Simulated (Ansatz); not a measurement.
Basis-set extrapolation for CH₈O₄Si₂, SMILES `C[SiH](O)O[SiH](O)O` (PBE0-D4/def2-TZVP geometry, frozen core, Ansatz). Multiplicity 1, RHF reference.

```csv
,def2-TZVPP,def2-QZVPP
HF,-920.324097,-920.360408
MP2 correlation,-1.368296,-1.477763
CCSD(T) correlation,-1.456679,not run
```

Energies in hartree. Use E(X) = E(∞) + A·exp(−7.88·√X) for Hartree–Fock and E(X) = E(∞) + B·X^(−2.97) for correlation, with X = 3 and 4, and add CCSD(T) minus MP2 of the smaller set to the MP2 limit.

Question: What is the CCSD(T) energy at the basis-set limit?

Answer: HF limit: -920.360408 + (-0.036311) × 0.13774 = -920.36541. MP2 limit: -1.477763 + (-0.109467) × 0.74074 = -1.55885. Higher-order term: -1.456679 − (-1.368296) = -0.08838. Total: -922.01264 hartree, 6.31 eV below CCSD(T)/def2-TZVPP.
